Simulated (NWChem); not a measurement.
GaNH4O2; SMILES [Ga]([OH])([NH2])[OH]

```xyz
8

Ga     0.0187    -0.0098     0.0233
O     -1.3201    -1.2216     0.0328
H     -2.1831    -0.7987    -0.0949
O      1.6843    -0.6852    -0.0357
H      1.6435    -1.6524    -0.1003
N     -0.2143     1.8117    -0.0682
H      0.6183     2.3498     0.1525
H     -1.0097     2.1983     0.4293
```
Atoms are numbered in this order, from 1.

Level: B3LYP/6-31G* (spherical d) (NWChem), optimised geometry, unscaled harmonic frequencies. B3LYP is NWChem's, with the RPA form of VWN correlation.

```json
[
 {"frequency (cm⁻¹)": "164", "IR intensity (km/mol)": "10.5"},
 {"frequency (cm⁻¹)": "179", "IR intensity (km/mol)": "29.1"},
 {"frequency (cm⁻¹)": "190", "IR intensity (km/mol)": "8.1"},
 {"frequency (cm⁻¹)": "213", "IR intensity (km/mol)": "83.5"},
 {"frequency (cm⁻¹)": "283", "IR intensity (km/mol)": "68.7"},
 {"frequency (cm⁻¹)": "330", "IR intensity (km/mol)": "120.5"},
 {"frequency (cm⁻¹)": "457", "IR intensity (km/mol)": "188.1"},
 {"frequency (cm⁻¹)": "633", "IR intensity (km/mol)": "12.2"},
 {"frequency (cm⁻¹)": "698", "IR intensity (km/mol)": "83.5"},
 {"frequency (cm⁻¹)": "711", "IR intensity (km/mol)": "57.0"},
 {"frequency (cm⁻¹)": "816", "IR intensity (km/mol)": "44.7"},
 {"frequency (cm⁻¹)": "887", "IR intensity (km/mol)": "61.6"},
 {"frequency (cm⁻¹)": "911", "IR intensity (km/mol)": "139.9"},
 {"frequency (cm⁻¹)": "1607", "IR intensity (km/mol)": "23.8"},
 {"frequency (cm⁻¹)": "3530", "IR intensity (km/mol)": "11.1"},
 {"frequency (cm⁻¹)": "3631", "IR intensity (km/mol)": "12.7"},
 {"frequency (cm⁻¹)": "3767", "IR intensity (km/mol)": "42.0"},
 {"frequency (cm⁻¹)": "3772", "IR intensity (km/mol)": "31.1"}
]
```

| Property | Value |
|---|---|
| zero-point energy | 32.5 kcal/mol |
| thermal correction to the enthalpy at 298.15 K (with zero-point energy) | 37.4 kcal/mol |
| heat capacity Cv | 22.3 cal/(mol K) |
| entropy at 298.15 K and 1 atm (symmetry number 1) | 79.9 cal/(mol K) |
| dipole moment | 2.18 D |

Rigid rotor and harmonic oscillator.
